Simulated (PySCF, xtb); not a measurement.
Homolysis of single bonds, series Al Br-H. All species are isolated molecules in the gas phase. Strings in code marks are SMILES.

Quantity: homolytic bond dissociation enthalpy at 298 K (no spin–orbit term), in kcal/mol. Enthalpy corrections at 298 K come from GFN2-xTB frequencies (xtb).

Level 1: r2SCAN-D4/def2-TZVP (PySCF)
Level 2: PBE/6-31G* // r2SCAN-D4/def2-TZVP (PySCF)
Level 3: HF/3-21G // r2SCAN-D4/def2-TZVP (PySCF)
Level 4: HF/6-31G* // r2SCAN-D4/def2-TZVP (PySCF)

```json
[
 {"species": "Br–Al bond of `[Br][AlH][Br]`, giving `[AlH][Br]` and `[Br]`", "level 1": "102.9", "level 2": "99.5", "level 3": "67.1", "level 4": "78.2"},
 {"species": "Br–Al bond of `[Br][Al]([Br])[Br]`, giving `[Br]` and `[Br][Al][Br]`", "level 1": "99.8", "level 2": "95.7", "level 3": "64.1", "level 4": "74.8"}
]
```
